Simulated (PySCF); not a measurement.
How methods differ on the electron affinity of In

In⁻ [Kr] 4d10 5s2 5p2 (3P) → In [Kr] 4d10 5s2 5p1 (2P), as a difference of total energies. Computed with PySCF 2.14 in aug-cc-pVQZ-DK3 (9s8p6d3f2g, 102 functions), with the spin-free X2C one-electron Hamiltonian (Gaussian nucleus). Correlated levels: valence: [Kr] 4d10 frozen. The calculations carry no spin-orbit coupling.

| method | electron affinity (eV) | plus first-order spin-orbit estimate | error of that sum (eV) |
| --- | --- | --- | --- |
| UHF | 0.074 | 0.013 | -0.371 |
| MP2 (valence) | 0.371 | 0.309 | -0.075 |
| SCS-MP2 (valence) | 0.283 | 0.221 | -0.163 |
| CCSD (valence) | 0.388 | 0.327 | -0.057 |
| CCSD(T) (valence) | 0.428 | 0.367 | -0.017 |

Reference: 0.384 eV (measured; photodetachment measurements, as compiled on the Wikipedia data page of electron affinities).

A first-order spin-orbit estimate (lowest level to lowest level, LS coupling) adds -0.061 eV.

Errors of the correlated levels include the incompleteness of this basis and the frozen core.
